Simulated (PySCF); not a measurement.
**TDDFT excited states: C4H5FO3Si**

Compound: C4H5FO3Si.
SMILES: `C(=O)O[SiH2]/C(F)=C\C=O`

Method: TDDFT wB97X-D/def2-SVPD, vertical, gas phase, core orbitals frozen in the response in PySCF 2.14.0, density-fitted response routines. Isolated species at its GFN2-xTB geometry (one conformer only). Torsions of this conformer, `[O:1]=[CH:2]/[CH:3]=[C:4](/[F:5])[SiH2:6][O:7][CH:8]=[O:9]`: O1–C2–C3–C4 -5°, C3–C4–Si6–O7 -65°, C4–Si6–O7–C8 10°, Si6–O7–C8–O9 -8°.

```json
{"state": "S1", "E (eV)": "3.90", "ν̃ (cm⁻¹)": "31490", "f": "0.0003", "main configurations (H = HOMO, L = LUMO)": "H-1→L (92%)"}
{"state": "S2", "E (eV)": "5.01", "ν̃ (cm⁻¹)": "40370", "f": "0.090", "main configurations (H = HOMO, L = LUMO)": "H→L (97%)"}
{"state": "S3", "E (eV)": "5.57", "ν̃ (cm⁻¹)": "44950", "f": "0.055", "main configurations (H = HOMO, L = LUMO)": "H-2→L (88%)"}
{"state": "S4", "E (eV)": "5.81", "ν̃ (cm⁻¹)": "46860", "f": "0.0040", "main configurations (H = HOMO, L = LUMO)": "H-4→L (65%), H-3→L (21%)"}
{"state": "S5", "E (eV)": "5.94", "ν̃ (cm⁻¹)": "47880", "f": "0.0066", "main configurations (H = HOMO, L = LUMO)": "H→L+1 (38%), H-2→L+1 (38%), H-2→L (8%)"}
{"state": "S6", "E (eV)": "6.06", "ν̃ (cm⁻¹)": "48840", "f": "0.0093", "main configurations (H = HOMO, L = LUMO)": "H-3→L (72%), H-4→L (22%)"}
{"state": "S7", "E (eV)": "7.24", "ν̃ (cm⁻¹)": "58390", "f": "0.0081", "main configurations (H = HOMO, L = LUMO)": "H-5→L (62%), H-1→L+2 (16%)"}
{"state": "S8", "E (eV)": "7.43", "ν̃ (cm⁻¹)": "59960", "f": "0.0077", "main configurations (H = HOMO, L = LUMO)": "H-5→L (29%), H-1→L+2 (28%), H-1→L+1 (12%)"}
```

Triplets, Tamm–Dancoff:

```tsv
state	E (eV)	λ (nm)	main configurations (H = HOMO, L = LUMO)
T1	3.18	389.8	H→L (71%), H-2→L (24%)
T2	3.50	354.3	H-1→L (89%)
T3	5.21	237.8	H-2→L (45%), H→L (16%), H-2→L+1 (16%)
```

The lowest singlet comes at 318 nm (377 kJ/mol) in the ultraviolet; it is dark (f under 0.0005); its leading configuration is HOMO-1→LUMO (92%). The most intense listed level is S2 at 5.01 eV (248 nm, f = 0.090), 1.10 eV above S1. Löwdin shares by element: HOMO carbon 39% or more, oxygen 27% or more, fluorine 8% (atoms not listed hold the other 26%); LUMO carbon 62% or more, oxygen 16% or more (atoms not listed hold the other 22%). Of the 8 states listed, 2 reach f = 0.01 and 1 stays under 0.0005. The oscillator strengths of these states sum to 0.182; summed over the whole spectrum of an exact calculation they would give the number of electrons, 76 (Thomas–Reiche–Kuhn). The listed states span 3.53 eV, and the widest gap between neighbours is 1.18 eV (S6 to S7). The window holds the lowest 8 singlets.
